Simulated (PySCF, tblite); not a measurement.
Compound: C4H13FOSi2.
SMILES with atom numbers: `[CH3:1][C@H:2]([OH:3])[CH2:4][SiH2:5][SiH2:6][CH2:7][F:8]` (hydrogens: H9, H10, H11 on C1; H12 on C2; H13 on O3; H14, H15 on C4; H16, H17 on Si5; H18, H19 on Si6; H20, H21 on C7)

Jobs on this species (21 atoms, 82 electrons) with PySCF (density fitting) and tblite. Hardware of each: one thread of an Arm Neoverse V1, no GPU (shared host). Times come from a shared host and carry two figures at best.

| level and settings | work | basis functions | SCF cycles | wall time |
| --- | --- | --- | --- | --- |
| GFN2-xTB | L-BFGS relaxation | – | – | ? |
| GFN2-xTB | Hessian by finite differences | – | – | 1.0 s |
| PBE0/pcSseg-1 | shieldings, charges and field gradients | 215 | 12 | 39 s |

Q: Fill in the missing figures.

A: 
- GFN2-xTB; L-BFGS relaxation: 1.2 s

Q: What do all jobs in the table cost together?

A: About 41 s; the longest takes about 95 % of that, and about 39 times as long as the shortest.
